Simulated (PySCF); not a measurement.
Choosing a molecule for a target property.

All species are isolated and taken at one optimised geometry, non-relativistic unless stated. Electronic properties by PySCF.

The conformers computed, where there is a choice (atom-mapped SMILES and torsion angles):
- `[CH2:1]=[CH:2]/[CH:3]=[CH:4]\[C@H:5]([CH3:6])[CH:7]=[CH2:8]`: C1–C2–C3–C4 180°, C3–C4–C5–C6 -118°, C4–C5–C7–C8 116°
- `[CH:1]#[C:2][C:3](=[CH2:4])[C:5]([CH3:6])([CH3:7])[CH3:8]`: C2–C3–C5–C6 180°
- `[CH3:1][NH:2][SiH2:3][N:4]([SiH3:5])[SiH3:6]`: C1–N2–Si3–N4 177°, N2–Si3–N4–Si5 -63°
- `[CH2:1]=[C:2](/[CH:3]=[CH:4]/[CH3:5])[CH:6]1[CH2:7][CH2:8]1`: C1–C2–C3–C4 -178°, C1–C2–C6–C7 35°
- `[H]/[N:1]=[CH:2]\[C@@H:3]1[CH2:4][CH2:5][C@H:6]1[F:7]`: N1–C2–C3–C4 -25°
- `[CH3:1][CH2:2][C:3]#[C:4]/[CH:5]=[CH:6]/[CH2:7][CH3:8]`: C5–C6–C7–C8 119°

The conformers of `FC[C@H]1C=NCC1` and `C#CCC1CCCC1` aren't listed.

(1) Wanted: lowest singlet excitation between 5.5 eV and 6 eV (TDDFT PBE0/def2-SVPD) and lowest triplet excitation (Tamm–Dancoff) below 3.7 eV (TDA PBE0/def2-SVPD), at GFN2-xTB geometries. Which candidate meets both?
A. `C#CCC1CCCC1`
B. `C=C/C=C\[C@H](C)C=C`
C. `CN[SiH2]N([SiH3])[SiH3]`
D. `C/N=C1/CC[C@@H]1F`
E. `C#CC(=C)C(C)(C)C`
F. `FC[C@H]1C=NCC1`

(2) Wanted: smallest rotational constant above 0.9 GHz (GFN2-xTB) and dipole moment above 2 D (PBE0/def2-SVPD), at GFN2-xTB geometries. Which candidate meets both?
A. `[H]/N=C\[C@@H]1CC[C@H]1F`
B. `C/N=C1/CC[C@@H]1F`
C. `C=C/C=C\[C@H](C)C=C`
D. `C=C(C1CC1)/C=C/C`

(3) Wanted: electronic spatial extent ⟨r²⟩ about the centre of nuclear charge above 1300 bohr² (PBE0/def2-SVPD) and HOMO–LUMO gap above 6.6 eV (PBE0/def2-SVPD), at GFN2-xTB geometries. Which candidate meets both?
A. `C/N=C1/CC[C@@H]1F`
B. `C=C/C=C\[C@H](C)C=C`
C. `[SiH2](N([SiH3])[SiH3])NC`
D. `C=C(/C=C/C)C1CC1`
E. `CCC#C/C=C/CC`

## Answers

(1) E. Computed values:
| species | lowest singlet excitation | lowest triplet excitation (Tamm–Dancoff) |
| --- | --- | --- |
| C/N=C1/CC[C@@H]1F | 4.54 eV | 3.81 eV |
| FC[C@H]1C=NCC1 | 5.30 eV | 4.42 eV |
| C=C/C=C\[C@H](C)C=C | 5.42 eV | 3.12 eV |
| C#CC(=C)C(C)(C)C | 5.53 eV | 3.53 eV |
| CN[SiH2]N([SiH3])[SiH3] | 5.75 eV | 5.57 eV |
| C#CCC1CCCC1 | 6.68 eV | 5.45 eV |

(2) A. Computed values:
```
                 species  smallest rotational constant  dipole moment
     C=C/C=C\[C@H](C)C=C                     0.869 GHz         0.26 D
        C=C(C1CC1)/C=C/C                     0.995 GHz         0.65 D
[H]/N=C\[C@@H]1CC[C@H]1F                     1.483 GHz         2.29 D
       C/N=C1/CC[C@@H]1F                     1.594 GHz         1.59 D
```

(3) C. Computed values:
```
                  species  electronic spatial extent ⟨r²⟩ about the centre of nuclear charge  HOMO–LUMO gap
        C/N=C1/CC[C@@H]1F                                                          773 bohr²        6.38 eV
         C=C(/C=C/C)C1CC1                                                         1233 bohr²        5.85 eV
      C=C/C=C\[C@H](C)C=C                                                         1413 bohr²        5.72 eV
[SiH2](N([SiH3])[SiH3])NC                                                         1456 bohr²        6.81 eV
             CCC#C/C=C/CC                                                         1985 bohr²        5.99 eV
```
